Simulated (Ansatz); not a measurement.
`[OH][InH][CH2][SiH3]` + HBr → `[OH][InH][Br]` + `C[SiH3]` at 500 K and 1 bar (ligand exchange at the In–C bond).

Calculated with Ansatz (gas phase, PBE0-D4/def2-TZVP geometries, no zero-point term in ΔE). CCSD(T)/CBS adds triple-zeta CCSD(T) − MP2 to the extrapolated MP2 energy (def2 sets, frozen cores). This one scheme is used for every species. Elements past krypton have def2 core potentials. For Br, In outer-core shells are correlated without core-valence functions, which leaves a few kJ/mol of doubt a bond. Scalar relativity is left out up to krypton. Each species was taken in one conformer, which may not be the lowest.

```json
{"species": "`[OH][InH][CH2][SiH3]`", "CCSD(T)/CBS energy (Eh)": "-596.33796", "H − E (kJ/mol)": "236.8", "S (J/(mol·K))": "454.6"}
{"species": "HBr", "CCSD(T)/CBS energy (Eh)": "-2573.91920", "H − E (kJ/mol)": "30.5", "S (J/(mol·K))": "213.7"}
{"species": "`[OH][InH][Br]`", "CCSD(T)/CBS energy (Eh)": "-2839.57190", "H − E (kJ/mol)": "84.5", "S (J/(mol·K))": "367.3"}
{"species": "`C[SiH3]`", "CCSD(T)/CBS energy (Eh)": "-330.73916", "H − E (kJ/mol)": "189.7", "S (J/(mol·K))": "296.8"}
```

H − E and S are ideal-gas, rigid-rotor, harmonic terms from PBE0-D4/def2-TZVP, for one conformer and one mirror image of each species. 1 Eh = 2625.50 kJ/mol, R = 8.31446 J/(mol·K).

By hand: ΔE, ΔH, ΔS and ΔG.

ΔE = (-2839.57190) + (-330.73916) − (-596.33796) − (-2573.91920) = -0.05390 Eh = -141.5 kJ/mol. Δ(H − E) = 84.5 + 189.7 − 236.8 − 30.5 = 6.9, so ΔH = -134.6 kJ/mol. ΔS = 367.3 + 296.8 − 454.6 − 213.7 = -4.2 J/(mol·K). ΔG = -134.6 − 500 × (-4.2)/1000 = -132.5 kJ/mol.

By hand: the equilibrium constant, and the temperature at which ΔG would vanish if ΔH and ΔS stayed fixed.

log₁₀ K = −ΔG/(RT ln 10) = 13.8. ΔG = 0 at ΔH/ΔS = 32048 K, far beyond where these terms or the molecules hold.

The number of gas molecules stays the same, so ΔS is small and ΔH decides. A doubt of 5 kJ/mol in ΔE shifts log₁₀ K by 0.5 here. Other conformers and mirror images would add mixing entropy, several J/(mol·K) or more a flexible species. Modes under 60 cm⁻¹, often nearly free rotors, make the harmonic entropy too high. These are equilibria of isolated gas molecules and say nothing of rates. Largest T1 diagnostic: 0.015 (customary marks: 0.02 for closed shells, 0.045 for open ones).
